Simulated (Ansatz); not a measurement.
Basis-set extrapolation for `[AlH2]/[N]=C\[SiH3]` (PBE0-D4/def2-TZVP geometry, frozen core, the Gaussian-basis code of Ansatz). Multiplicity 1, RHF reference.

```tsv
	def2-TZVPP	def2-QZVPP
HF	-626.700565	-626.721237
MP2 correlation	-0.563966	-0.603134
CCSD(T) correlation	-0.636208	not run
```

Energies in hartree. Use E(X) = E(∞) + A·exp(−7.88·√X) for Hartree–Fock and E(X) = E(∞) + B·X^(−2.97) for correlation, with X = 3 and 4, and add CCSD(T) minus MP2 of the smaller set to the MP2 limit.

Problem. What is the CCSD(T) energy at the basis-set limit?

Solution. HF limit: -626.721237 + (-0.020672) × 0.13774 = -626.72408. MP2 limit: -0.603134 + (-0.039168) × 0.74074 = -0.63215. Higher-order term: -0.636208 − (-0.563966) = -0.07224. Total: -627.42847 hartree, 240.8 kJ/mol below CCSD(T)/def2-TZVPP.
